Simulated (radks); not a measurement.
The numbers below are computed, except where a source is named.
The iron ion Fe2+ inside a hard spherical wall (all orbitals vanish at R), configuration held at [Ar] 3d6 and not refilled when levels cross. Level of theory: non-relativistic Kohn-Sham, PBE, spin-polarised, spherical densities, point nucleus; open shells are filled with parallel spins first (a radial shooting solver on a logarithmic mesh with Libxc functionals). Eigenvalues in eV for spin up, with the zero of energy where the potential of the charges vanishes at infinity; a dash marks a level that is unbound or too diffuse for the functional's potential to be trusted. A positive occupied level is held by the wall or, in an anion where self-interaction has pushed it up, behind a barrier. The pressure on the wall is -dE/dV.

R (bohr) = free: E (hartree) -1262.53658; kinetic (hartree) 1261.582; e(2p) -713.96; e(3s) -111.87; e(3p) -79.556; e(3d) -27.355; e(4s, empty) -20.469; e(4p, empty) -14.621; pressure (GPa) 0
R (bohr) = 20: E (hartree) -1262.53658; kinetic (hartree) 1261.582; e(2p) -713.96; e(3s) -111.87; e(3p) -79.556; e(3d) -27.355; e(4s, empty) -20.469; e(4p, empty) -14.621; pressure (GPa) < 0.0001
R (bohr) = 15: E (hartree) -1262.53658; kinetic (hartree) 1261.582; e(2p) -713.96; e(3s) -111.87; e(3p) -79.556; e(3d) -27.355; e(4s, empty) -20.469; e(4p, empty) -14.621; pressure (GPa) < 0.0001
R (bohr) = 12: E (hartree) -1262.53658; kinetic (hartree) 1261.582; e(2p) -713.96; e(3s) -111.87; e(3p) -79.556; e(3d) -27.355; e(4s, empty) -20.469; e(4p, empty) -14.621; pressure (GPa) < 0.0001
R (bohr) = 8: E (hartree) -1262.53658; kinetic (hartree) 1261.582; e(2p) -713.96; e(3s) -111.87; e(3p) -79.556; e(3d) -27.355; e(4s, empty) -20.468; e(4p, empty) -14.605; pressure (GPa) 0.000121
R (bohr) = 7: E (hartree) -1262.53657; kinetic (hartree) 1261.582; e(2p) -713.95; e(3s) -111.87; e(3p) -79.555; e(3d) -27.353; e(4s, empty) -20.456; e(4p, empty) -14.548; pressure (GPa) 0.00172
R (bohr) = 4: E (hartree) -1262.52103; kinetic (hartree) 1261.703; e(2p) -713.24; e(3s) -111.28; e(3p) -78.977; e(3d) -26.771; e(4s, empty) -17.918; e(4p, empty) -10.091; pressure (GPa) 5.08
